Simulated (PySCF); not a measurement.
**Polarisability and C₆ of Ta²⁺ (tantalum, charge +2)**

[Xe] 4f14 5d3, high-spin 4F determinant. All numbers are calculated (PySCF 2.14, scalar relativity through the core potential, in def2-TZVPPD with the def2 core potential (60 electrons) (6s5p3d2f1g, 59 functions)). Coupled (time-dependent) response in atomic units; α is the mean over directions.

```tsv
method	mean α (bohr³)	C₆ (like pair)	S(−4)
UHF	12.76	71.47	84.08
PBE	14.27	79.89	122.4
PBE0	13.63	76.42	104.4
BLYP	14.31	79.74	126.3
TPSS	14.22	80.20	117.8
```

S(−4) is the Cauchy moment in α(ω) = α(0) + S(−4) ω² + …

Spin-orbit coupling is absent.

α(iu) at PBE:

| u (hartree) | α(iu) (bohr³) |
| --- | --- |
| 0 | 14.27 |
| 0.0500 | 13.97 |
| 0.100 | 13.21 |
| 0.200 | 11.20 |
| 0.300 | 9.440 |
| 0.500 | 7.066 |
| 0.750 | 5.243 |
| 1.00 | 4.047 |
| 1.50 | 2.606 |
| 2.00 | 1.801 |
| 3.00 | 0.9887 |
| 5.00 | 0.4149 |

A single London oscillator, α(iu) = α/(1 + u²/ω²), gives C₆ = (3/4) ω α². Matching the computed C₆ needs ω = 4 × 79.89 / (3 × 14.27²) = 0.523 hartree.

For an ion, C₆ is the dispersion term alone; charge-induced terms of lower order in 1/R come first.

Energies and moments cover only the electrons outside the core potential. Spin-orbit coupling, absent here, splits the open shell strongly.
